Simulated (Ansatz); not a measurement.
BSiNH4S (SMILES S[SiH]1BN1): methods side by side

BSiNH4S has 8 atoms, charge 0, and is taken as a singlet. SMILES: `S[SiH]1BN1`. Geometry: relaxed at PBE0-D4/def2-TZVP. This is one conformer, not always the lowest.

```tsv
atom	x (Å)	y (Å)	z (Å)
S	-2.1987	-0.5547	-0.3604
Si	-0.3266	-0.0391	0.5154
B	1.3505	-0.8255	0.0142
N	0.9996	0.3921	-0.5411
H	-2.8168	0.5820	0.0019
H	-0.5788	0.9322	1.6058
H	2.2648	-1.5776	-0.0802
H	1.3982	1.0336	-1.2115
```

Quantity: the vertical ionisation energy (to the doublet cation), in eV. The values are calculated.

```
          level                    kind  program  value (eV)  CPU time (all runs)
     HF/cc-pVDZ            Hartree–Fock   Ansatz        8.43                 13 s
  SVWN5/cc-pVDZ                     LDA   Ansatz        8.88                 12 s
   BLYP/cc-pVDZ                     GGA   Ansatz        8.59                 22 s
    PBE/cc-pVDZ                     GGA   Ansatz        8.76                 21 s
 r2SCAN/cc-pVDZ                meta-GGA   Ansatz        8.92                 49 s
  B3LYP/cc-pVDZ           global hybrid   Ansatz        8.97                 30 s
wB97M-V/cc-pVDZ  range-separated hybrid   Ansatz        9.18              5.1 min
  wB97X/cc-pVDZ  range-separated hybrid   Ansatz        9.22              2.4 min
 B2PLYP/cc-pVDZ           double hybrid   Ansatz        8.97                 45 s
   CCSD/cc-pVDZ   coupled cluster or CI   Ansatz        9.00                 74 s
```

The values span 8.43 to 9.22 eV. Times are those of the runs behind each value, whatever else they computed, on shared processors of several kinds: orders of magnitude only.
